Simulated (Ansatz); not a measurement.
Input file for Ansatz (an electronic-structure program): R-B97M-V/def2-TZVPP on Br2Zn (SMILES [Br][Zn][Br]).

Ansatz 0.2 input:
```yaml
crystal:
  periodic: [false, false, false]
  atoms:
    - {symbol: Zn, position_ang: [0.00000065, 0.00000909, -0.00023806]}
    - {symbol: Br, position_ang: [2.24108451, -0.00368062, 0.00839713]}
    - {symbol: Br, position_ang: [-2.24108516, 0.00367153, -0.00815907]}
basis:
  gaussian:
    orbitals: def2-TZVPP
hamiltonian:
  xc: {name: B97M-V}
scf: {lower_state_search: off}
```

Question: Predict the final total energy.

Answer: -6926.5435 hartree.

Question: How many basis functions does it have, and what does it roughly cost on one machine?

Answer: 160 functions; very roughly 7 core-seconds.
